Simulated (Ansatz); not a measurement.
Consider the redistribution: `[SiH3]O[SiH](S)Cl` + `FBOC(F)(F)F` → `[SiH3]O[SiH2]S` + `FB(Cl)OC(F)(F)F`.

Calculated with Ansatz (gas phase, PBE0-D4/def2-TZVP geometries, no zero-point term in ΔE). CCSD(T)/CBS adds triple-zeta CCSD(T) − MP2 to the extrapolated MP2 energy (def2 sets, frozen cores). Functionals use def2-TZVPP. B3LYP here is the variant with VWN-RPA as its local correlation; programs differ in this. One conformer a species, not always the lowest.

| level | ΔE (kJ/mol) | difference from CCSD(T)/CBS |
| --- | --- | --- |
| PBE-D4 | 32.2 | -6.9 |
| r2SCAN-D4 | 33.1 | -6.0 |
| PBE0-D4 | 34.3 | -4.8 |
| B3LYP-D4 | 36.7 | -2.4 |
| ωB97X-V | 35.5 | -3.6 |
| ωB97M-V | 36.5 | -2.6 |
| B2PLYP | 35.7 | -3.4 |
| PBE | 30.6 | -8.5 |
| r2SCAN | 32.8 | -6.3 |
| PBE0 | 32.8 | -6.3 |
| B3LYP | 34.0 | -5.1 |
| HF/def2-TZVPP | 38.3 | -0.8 |
| MP2/def2-TZVPP | 37.3 | -1.8 |
| SCS-MP2/def2-TZVPP | 36.4 | -2.7 |
| CCSD/def2-TZVPP | 34.0 | -5.1 |
| CCSD(T)/def2-TZVPP | 33.4 | -5.7 |
| HF/def2-QZVPP | 39.2 | 0.1 |
| MP2/def2-QZVPP | 40.9 | 1.8 |
| SCS-MP2/def2-QZVPP | 39.9 | 0.8 |
| HF/CBS(def2) | 39.3 | 0.2 |
| MP2/CBS(def2) | 43.0 | 3.9 |
| CCSD/CBS(def2) | 39.6 | 0.5 |
| CCSD(T)/CBS | 39.1 | 0 |

Largest T1 diagnostic among the species: 0.013.
